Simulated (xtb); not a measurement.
CH₂ (SMILES [CH2]), triplet, at a GFN2-xTB geometry; GFN1-xTB run with xtb.

The xtb input:
```
$ xtb mol.xyz --gfn 1 --uhf 2 --acc 1000 --json

# file mol.xyz
3

C     -0.00086561     0.10089553     0.01170220
H     -0.97847113    -0.31231328    -0.02467531
H      0.98366479    -0.29305989    -0.04553788
```

What the program printed (banner, timings and long lists left out):

```
   ID    Z sym.   atoms
    1    6 C      1
    2    1 H      2, 3

           -------------------------------------------------
          |                Calculation Setup                |
           -------------------------------------------------

           -------------------------------------------------
          |                 G F N 1 - x T B                 |
           -------------------------------------------------

          ...................................................
          :                      SETUP                      :
          :.................................................:
          :  # basis functions                   8          :
          :  # atomic orbitals                   8          :
          :  # shells                            6          :
          :  # electrons                         6          :
          :  # halogen bonds                     0          :
          :  max. iterations                   250          :
          :  Hamiltonian                  GFN1-xTB          :
          :  restarted?                      false          :
          :  GBSA solvation                  false          :
          :  PC potential                    false          :
          :  electronic temp.          300.0000000     K    :
          :  accuracy                 1000.0000000          :
          :  -> integral cutoff          0.2000000E+02      :
          :  -> integral neglect         0.1000000E-04      :
          :  -> SCF convergence          0.1000000E-02 Eh   :
          :  -> wf. convergence          0.2000000E-01 e    :
          :  Broyden damping             0.4000000          :
          :  net charge                          0          :
          :  unpaired electrons                  2          :
          ...................................................

 iter      E             dE          RMSdq      gap      omega  full diag
   1     -3.0137551 -0.301376E+01  0.722E+00    6.35       0.0  T
   2     -3.0151549 -0.139981E-02  0.425E+00    6.65       1.0  T
   3     -3.0154637 -0.308857E-03  0.386E-01    7.04       1.0  T
   4     -3.0155349 -0.711927E-04  0.106E-01    6.88       1.0  T
   5     -3.0155414 -0.649104E-05  0.730E-04    6.91      79.1  T

   *** convergence criteria satisfied after 5 iterations ***

 transition dipole moment (au) for excitation:           3           4
     X       Y       Z
   0.0026  -0.0254   0.2191  total (au/Debye):    0.221   0.561
 dE (eV)             :    0.577
 oscillator strength :  0.97192E-03

         :::::::::::::::::::::::::::::::::::::::::::::::::::::
         ::                     SUMMARY                     ::
         :::::::::::::::::::::::::::::::::::::::::::::::::::::
         :: total energy              -2.974568567946 Eh    ::
         :: gradient norm              0.009194970162 Eh/a0 ::
         :: HOMO-LUMO gap              6.913522620908 eV    ::
         ::.................................................::
         :: SCC energy                -3.015541401478 Eh    ::
         :: -> electrostatic           0.000275625282 Eh    ::
         :: repulsion energy           0.041164768562 Eh    ::
         :: dispersion energy         -0.000191935030 Eh    ::
         :: halogen bond corr.         0.000000000000 Eh    ::
         :: add. restraining           0.000000000000 Eh    ::
         :: total charge              -0.000000000000 e     ::
         :::::::::::::::::::::::::::::::::::::::::::::::::::::

           -------------------------------------------------
          |                Property Printout                |
           -------------------------------------------------

    * Orbital Energies and Occupations

         #    Occupation            Energy/Eh            Energy/eV
      -------------------------------------------------------------
         1        2.0000           -0.5973770             -16.2555
         2        2.0000           -0.5349309             -14.5562
         3        1.0000           -0.3863107             -10.5120
         4        1.0000           -0.3651226              -9.9355 (HOMO)
         5                         -0.1110553              -3.0220 (LUMO)
         6                         -0.0698536              -1.9008
         7                          0.2541943               6.9170
         8                          0.4845053              13.1841
      -------------------------------------------------------------
                  HL-Gap            0.2540673 Eh            6.9135 eV
             Fermi-level           -0.3493549 Eh           -9.5064 eV

  Mulliken/CM5 charges         n(s)   n(p)   n(d)
     1C    -0.10265 -0.20507   1.193  2.910  0.000
     2H     0.05133  0.10253   0.949  0.000  0.000
     3H     0.05133  0.10253   0.949  0.000  0.000

Wiberg/Mayer (AO) data.
largest (>0.10) Wiberg bond orders for each atom

 ---------------------------------------------------------------------------
     #   Z sym  total        # sym  WBO       # sym  WBO       # sym  WBO
 ---------------------------------------------------------------------------
     1   6 C    2.006 --     2 H    1.003     3 H    1.003
     2   1 H    1.009 --     1 C    1.003
     3   1 H    1.009 --     1 C    1.003
 ---------------------------------------------------------------------------

Topologies differ in total number of bonds
Writing topology from bond orders to xtbtopo.mol

 dipole moment from electron density (au)
     X       Y       Z
   0.0020  -0.2282  -0.0265  total (Debye):    0.584

           -------------------------------------------------
          | TOTAL ENERGY               -2.974568567946 Eh   |
          | GRADIENT NORM               0.009194970162 Eh/α |
          | HOMO-LUMO GAP               6.913522620908 eV   |
           -------------------------------------------------

normal termination of xtb
```
